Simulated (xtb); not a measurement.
CH₆O₃Si₂, SMILES O=C([SiH2]O)[SiH2]O. All values are semi-empirical tight-binding results from xtb (GFN2-xTB unless named), good for trends rather than for accurate numbers. Geometry optimised at GFN2-xTB. This is a generated structure with no PubChem entry under its InChIKey; it may be hypothetical. One conformer was computed; it need not be the lowest.

Optimised geometry:

```xyz
12

O     -0.0036    -1.4143     0.0000
C     -0.0014    -0.1867     0.0000
Si    -0.0005     0.6577    -1.7289
O      0.0036    -0.5521    -2.8036
Si    -0.0005     0.6577     1.7289
O      0.0036    -0.5521     2.8036
H      1.2209     1.4410    -1.8662
H     -1.2247     1.4365    -1.8677
H      0.0007    -1.4508    -2.4720
H     -1.2247     1.4365     1.8677
H      1.2209     1.4410     1.8662
H      0.0007    -1.4508     2.4720
```

| Property | Value |
|---|---|
| point group as xtb finds it | C2v |
| orbital gap | 1.89 eV |
| dipole moment | 0.31 D |
| zero-point energy | 42.7 kcal/mol |
| G − E(el) at 298.15 K (modified RRHO) | 21.4 kcal/mol |
| static polarisability (D4 model) | 82.8 bohr³ |
| solvation energy, GFN2-xTB/ALPB(water) | -5.5 kcal/mol |
| solvation energy, GFN2-xTB/ALPB(ch2cl2) | -4.6 kcal/mol |

Computed atomic charges and the Wiberg bond orders between heavy atoms:
charges (e) O1 -0.40, C2 -0.01, Si3 0.49, O4 -0.46, Si5 0.49, O6 -0.46, H7 -0.08, H8 -0.08, H9 0.33, H10 -0.08, H11 -0.08, H12 0.33. Bond orders O1–C2 1.92, C2–Si3 0.81, Si3–O4 1.25, C2–Si5 0.81, Si5–O6 1.25.
